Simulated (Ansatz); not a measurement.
Frontier orbitals of BH$_{7}$O$_{2}$Si$_{2}$.

```xyz
12

B     0.520    1.131    0.322
Si    1.468    0.190   -0.998
O     1.131   -1.348   -1.364
Si   -1.238    0.304    0.713
O    -1.221   -1.235    0.004
H     1.436    0.462    0.916
H     0.741    2.297    0.464
H     2.845    0.422   -1.508
H     0.251   -1.598   -1.010
H    -2.384    1.064    0.130
H    -1.569    0.111    2.157
H    -1.978   -1.798    0.174
```

Total charge 0; spin multiplicity 1. The bonds changed during the relaxation, so this is another structure than the one it started from. The geometry is a stationary point of PBE0-D4/def2-TZVP. It is one conformer, not always the lowest. Basis def2-TZVPP, Ansatz 0.2.0.

Orbital energies of one run (eV). Highest occupied ones, from the top: -6.73, -7.32, -7.72, -8.68, -9.27, -9.41, -9.81, -10.33, -10.60, -12.23, -13.57, -14.64, -15.60, -27.35. Empty: -2.15, -0.83, -0.08, 0.52, 0.74, 1.38.

Problem. Which functional gave them?
A. B97M-V
B. B3LYP
C. ωB97M-V
D. PBE

Solution. A. HOMO energies: B97M-V -6.73, B3LYP -7.31, ωB97M-V -9.59, PBE -6.38 eV.

B3LYP here is the variant with VWN-RPA as its local correlation; programs differ in this.
